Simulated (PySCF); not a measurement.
## MSBr across group 13

Level: PBE0, basis family def2-TZVP, scalar-relativistic core potentials from Rb on and no relativity for lighter atoms.

Each entry is the lowest minimum that a search over a few typed start shapes (and spin states, where more than one is plausible) found, or that minimum re-optimised at the stated level; isomers with ligand–ligand bonds, or fragments after loss of a ligand pair, can lie lower. Open shells are unrestricted; no spin–orbit coupling; PySCF with density fitting.

```csv
molecule,2S+1,point group,mean bond to the central atom (Å),dipole (D),lowest ω (cm⁻¹),highest ω (cm⁻¹),distinct angles (°)
AlSBr,1,C∞v,2.107,3.39,136,757,180
InSBr,1,C∞v,2.299,2.74,82,492,180
TlSBr,1,C∞v,2.341,2.21,80,446,180
```

Spin–orbit coupling can matter for TlSBr.

Left out of the table are members whose search was unfinished or whose lowest solution was spin-contaminated, unstable, very soft or bonded differently.
